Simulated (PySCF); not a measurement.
# Computed records: Al2H4NO, Al2H3N2

All values are calculated (PySCF 2.14.0). Calculation on a computer-drawn molecule: the log of a Hartree-Fock and frozen-core CCSD(T) single point meant for a local Hartree-Fock minimum, with one planted fault or none, to be diagnosed. Offsets are logged minus clean, where the clean run is the same molecule without the fault. The reference is restricted for singlets and unrestricted otherwise, and also for a bond in bohr or an excited solution. Adding or removing an electron swaps singlet and doublet. The excited solution moves the top pair (singlet) or top alpha electron (doublet) to the lowest empty orbital. Highest occupied and lowest empty are orbital energies over both spins, largest force is the largest gradient component, triples share is (T) over the correlation energy, the T1 limit is 0.02 restricted and 0.045 unrestricted, electrons count all cores, a negative frequency is imaginary (commonest isotopes), and the dipole is about the centre of nuclear charge.

Common to all runs: meant basis cc-pV(D+d)Z; logged SCF converged yes; logged SCF stable within its kind yes; possible faults no fault, one electron removed, one electron added, multiplicity raised by two, geometry at a saddle point, SCF held on an excited solution, minimal basis STO-3G, one bond length entered in bohr, all coordinates scaled.

(1) 
```xyz
8
formula=Al2H4NO meant_charge=0 meant_multiplicity=2 logged_electrons=45 logged_basis_functions=94 logged_spin_squared=0.7525 logged_highest_occupied=-8.2588 logged_lowest_empty=1.426 logged_largest_force=1.281e-05 logged_lowest_frequency=44.836 logged_T1_diagnostic=0.016626 logged_D1_diagnostic=0.045878 logged_triples_share=0.02327 logged_CC_converged=yes logged_dipole_magnitude=1.1676 logged_energy_HF=-615.6066 logged_energy_CCSD(T)=-616.11396 planted_fault=no_fault HF_energy_offset_from_clean_run=0 CCSD(T)_energy_offset_from_clean_run=0
N      1.7195    -1.9837    -1.0818
Al     1.0422    -0.5469    -0.3042
O     -0.0098    -0.7449     1.0011
Al    -1.0610    -0.8744     2.3027
H      2.3505    -1.9698    -1.8608
H      1.5325    -2.9328    -0.8130
H     -0.4765    -0.9010     3.7681
H     -2.6133    -0.9694     2.0356
```

Units: logged_highest_occupied, logged_lowest_empty in eV; logged_largest_force in hartree/bohr; logged_lowest_frequency in cm⁻¹; logged_dipole_magnitude in debye; logged_energy_HF, logged_energy_CCSD(T) in hartree; HF_energy_offset_from_clean_run, CCSD(T)_energy_offset_from_clean_run in kcal/mol.

Drawn bonds:
| atom | other atom | order |
| --- | --- | --- |
| 1 | 2 | 1 |
| 2 | 3 | 1 |
| 3 | 4 | 1 |
| 1 | 5 | 1 |
| 1 | 6 | 1 |
| 4 | 7 | 1 |
| 4 | 8 | 1 |

(2) 
```xyz
7
formula=Al2H3N2 meant_charge=1 meant_multiplicity=1 logged_electrons=42 logged_basis_functions=89 logged_spin_squared=1.5547 logged_highest_occupied=-11.522 logged_lowest_empty=-4.8588 logged_largest_force=0.1006 logged_dipole_magnitude=2.6588 logged_energy_HF=-594.07163 planted_fault=one_bond_length_entered_in_bohr,row_4_of_the_drawn_bonds HF_energy_offset_from_clean_run=89.32
N      2.9996     1.0650     0.8855
Al     1.7601     0.6892    -0.0205
Al    -0.2390     0.0847    -1.4821
N     -1.5815    -0.3211    -2.4635
H      4.4719     1.5105     1.9619
H     -1.5321    -0.7195    -3.3884
H     -2.5501    -0.2004    -2.2106
```

Units: logged_highest_occupied, logged_lowest_empty in eV; logged_largest_force in hartree/bohr; logged_dipole_magnitude in debye; logged_energy_HF in hartree; HF_energy_offset_from_clean_run in kcal/mol.

Drawn bonds:
| atom | other atom | order |
| --- | --- | --- |
| 1 | 2 | 2 |
| 2 | 3 | 1 |
| 3 | 4 | 1 |
| 1 | 5 | 1 |
| 4 | 6 | 1 |
| 4 | 7 | 1 |

Notes: coupled-cluster numbers left out as unreliable.
